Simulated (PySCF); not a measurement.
Breaking a bond: K2, singlet.

Level of theory: CCSD(T) on UHF/def2-TZVP, 10 core orbitals frozen (PySCF).

Problem. Relative to R = 4.01 Å, what are the energies at R = 3.65, 4.60, 10.87, 11.90 Å?

Solution. 0.039 eV at 3.65 Å, 0.080 eV at 4.60 Å, 0.492 eV at 10.87 Å, 0.493 eV at 11.90 Å.

The unrestricted determinant behind UCCSD(T) is spin-contaminated at 3.02 to 11.90 Å (<S²> up to 1.0, against 0.00 for a pure singlet).
